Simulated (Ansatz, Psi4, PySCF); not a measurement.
HLi, charge +1, doublet, at the geometry of the source list (a state made from the parent by changing its charge; the spin is typed, not shown lowest). Base run: B3LYP/6-31G* in PySCF.

Here is a job for PySCF.
```python
from pyscf import gto, scf, dft

mol = gto.Mole()
mol.atom = '''
    Li    0.00000000    0.00000000    0.82000000
    H     0.00000000    0.00000000   -0.82000000
'''
mol.basis = '6-31g*'
mol.charge = 1
mol.spin = 1
mol.verbose = 4
mol.build()

mf = dft.UKS(mol)
mf.xc = 'b3lyp'
mf.kernel()
```

The same geometry, method and basis name were run in Ansatz (a quantum-chemistry and plane-wave program) and Psi4 and PySCF, at each program's defaults and at the settings that a row names. The base is PySCF at its defaults. Differences at the defaults can come from grids, fitting, cores and function types together.

```json
[
 {"code and settings": "PySCF, defaults (exact integrals, its default grid, spherical functions)", "ΔE vs base (mEh)": "0.000", "basis functions": "16", "E (Eh)": "-7.77849", "SCF cycles": "5"},
 {"code and settings": "Psi4, defaults (density fitting with its default set, its default grid, Cartesian functions)", "ΔE vs base (mEh)": "-0.027", "basis functions": "17", "E (Eh)": "-7.77852", "SCF cycles": "4"},
 {"code and settings": "Ansatz, defaults (factorised integrals, its default grid, Cartesian functions)", "ΔE vs base (mEh)": "-0.024", "basis functions": "17", "E (Eh)": "-7.77851", "SCF cycles": "-"},
 {"code and settings": "PySCF, density fitting with def2-universal-jkfit", "ΔE vs base (mEh)": "-0.015", "basis functions": "16", "E (Eh)": "-7.77851", "SCF cycles": "5"},
 {"code and settings": "PySCF, fine grid", "ΔE vs base (mEh)": "0.001", "basis functions": "16", "E (Eh)": "-7.77849", "SCF cycles": "5"},
 {"code and settings": "Psi4, exact integrals, spherical functions, fine grid", "ΔE vs base (mEh)": "0.001", "basis functions": "16", "E (Eh)": "-7.77849", "SCF cycles": "6"},
 {"code and settings": "Ansatz, high accuracy, Cartesian functions as the basis file defines them", "ΔE vs base (mEh)": "-0.024", "basis functions": "17", "E (Eh)": "-7.77851", "SCF cycles": "-"}
]
```

Open shells are given as the SCF converged; they aren't shown to be the lowest states, and a large step between rows can be another state.
